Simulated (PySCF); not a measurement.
A run for PySCF: R-HF/3-21G on ClH5Si (a complex).

```python
from pyscf import gto, scf, dft, mp
from pyscf.data.elements import chemcore

mol = gto.M(
    atom='''
    Cl   -0.06853986   -0.33803311   -0.32481316
    H    -0.67544480   -1.32229006    0.22906320
    Si    0.01950244    0.15673216    3.41009185
    H     0.83539868    1.26625768    2.87322551
    H    -1.36150382    0.24779467    2.88510926
    H    -0.01570407    0.23435053    4.88886131
    H     0.60912343   -1.14017927    3.00673660
    ''',
    basis='3-21g',
    charge=0, spin=0, verbose=3, max_memory=1800)
mf = scf.RHF(mol)
mf.conv_tol = 1e-8
mf.max_cycle = 100
mf.kernel()
if not mf.converged:
    mf = mf.newton().run(mf.mo_coeff, mf.mo_occ)
```

The log:

```
converged SCF energy = -747.557142593088
```

The calculation finished and met its thresholds.

Cost: roughly 0.3 core-seconds.
